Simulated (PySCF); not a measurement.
A structure optimised at PBE-D3(BJ)/def2-TZVP, used in a PySCF frequency run:

```xyz
5

C      0.2458    -1.7098     0.0000
C     -0.5217    -0.6574     0.0000
Cl     0.1169     0.9946     0.0000
H      1.2800    -2.0305     0.0000
H     -1.6122    -0.6740     0.0000
```
Charge 0, spin multiplicity 2.

Question: Write its SMILES, formula and point group.

Answer: [CH]=CCl, C2H2Cl, Cs

Question: What are its rotational constants (standard atomic weights)?

Answer: 58.029, 6.3372, 5.7133 GHz
